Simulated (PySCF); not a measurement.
# Excitation energy of Sr by level of theory

Sr [Kr] 5s2 (1S) → Sr [Kr] 5s1 6s1 (3S), as a difference of total energies. All numbers are calculated (PySCF 2.14, the spin-free X2C one-electron Hamiltonian (Gaussian nucleus), in aug-cc-pwCVTZ-X2C with one added diffuse shell each of s, p, d, f type (11s10p8d4f, 109 functions)). Correlated levels: valence and next inner shell: [Ar] 3d10 frozen. The calculations carry no spin-orbit coupling.

```tsv
method	excitation energy (cm⁻¹)
UHF	22654
MP2 (valence and next inner shell)	28495
SCS-MP2 (valence and next inner shell)	29168
CCSD (valence and next inner shell)	28336
CCSD(T) (valence and next inner shell)	28829
```

Errors of the correlated levels include the incompleteness of this basis and the frozen core.

For comparison: 29039 cm⁻¹ (measured; NIST levels).
